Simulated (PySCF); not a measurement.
## Steps of a relaxation of [Gd(NH3)2]3+

[Gd(NH3)2]3+ (singlet in the valence; each metal's 4f electrons, 7 of them, lie in its core potential, out of spins and levels). PySCF 2.14.0, RKS TPSS, Gd lcecp-1-SVP with ECP53, N def2-SVP, H def2-SVP; non-relativistic Hamiltonian with scalar-relativistic core potentials where named; density fitting; no spin-orbit coupling. Origin of the start: displaced along the imaginary mode. Columns: position (Å) and force (eV/Å). Energies are counted from the last step; some of the 24 steps are shown. Forces carry noise of the integration grid, about 0.01 to 0.03 eV/Å.

Run from Python with OMP_NUM_THREADS=2. Where DIIS fails, smearing, a level shift and second-order steps follow.
It took 92 s on 2 threads of Arm Neoverse V2, on a shared host, from the converged density of the start.

```xyz
9
step 0  E = 0.414 eV
Gd    0.0021    0.0473    0.0000     0.01    0.27    0.00
N    -0.0093   -0.2139    2.4696     0.00   -0.14   -0.03
H     0.8049    0.2254    2.9627    -0.02   -0.03   -0.04
H    -0.8259    0.2253    2.9582     0.01   -0.02   -0.04
H    -0.0106   -1.1826    2.8707     0.00    0.05   -0.07
N    -0.0093   -0.2139   -2.4696    -0.01   -0.06    0.03
H     0.8024   -0.7148   -2.9029    -0.01    0.00    0.05
H    -0.8234   -0.7147   -2.8984     0.01    0.00    0.05
H    -0.0106    0.6976   -2.9904     0.00   -0.08    0.05
```

```xyz
9
step 8  E = 0.177 eV
Gd    0.0234    0.6439   -0.0006     0.00   -0.10    0.01
N    -0.0092   -0.2135    2.3420     0.01   -0.30    0.02
H     0.8052    0.1140    2.9252    -0.16   -0.08   -0.18
H    -0.8350    0.1141    2.9078     0.15   -0.07   -0.17
H    -0.0125   -1.2581    2.5242     0.01    0.49   -0.20
N    -0.0094   -0.2149   -2.3428    -0.01    0.09   -0.10
H     0.8002   -0.8069   -2.6635    -0.10    0.18    0.15
H    -0.8288   -0.8028   -2.6468     0.12    0.19    0.16
H    -0.0138    0.5799   -3.0455     0.00   -0.41    0.30
```

```xyz
9
step 15  E = 0.027 eV
Gd    0.0827    0.9728   -0.0044    -0.01    0.03    0.05
N    -0.0090   -0.1994    2.1345     0.00    0.12   -0.19
H     0.7821    0.0160    2.7860     0.02    0.01   -0.01
H    -0.8504    0.0062    2.7237    -0.02    0.02   -0.03
H    -0.0025   -1.2415    2.0971     0.00   -0.14    0.00
N    -0.0097   -0.1834   -2.1401     0.02   -0.05    0.29
H     0.7974   -0.8196   -2.3286     0.06   -0.07   -0.04
H    -0.8346   -0.8102   -2.2719    -0.08   -0.07   -0.03
H    -0.0358    0.4151   -2.9962     0.00    0.14   -0.03
```

Where does the relaxation end?

It converges at step 23 in C1:
```xyz
9
step 23  E = 0
Gd    0.1078    1.1485    0.0001
N    -0.0066   -0.1915    1.9959
H     0.7705   -0.0297    2.6806
H    -0.8617   -0.0430    2.5842
H     0.0091   -1.2303    1.8679
N    -0.0087   -0.1915   -1.9972
H     0.7946   -0.8440   -2.1616
H    -0.8407   -0.8224   -2.0818
H    -0.0440    0.3598   -2.8881
```

How did the contacts change?


```json
{"contact": "Gd1–N2 (NH3)", "start (Å)": "2.483", "end (Å)": "2.407"}
{"contact": "Gd1–N6 (NH3)", "start (Å)": "2.483", "end (Å)": "2.408"}
```


No frequency check is given that shows the relaxed geometry to be a minimum. An lcecp potential fixes the number of 4f electrons, so in runs with it no electron can move into or out of that shell.
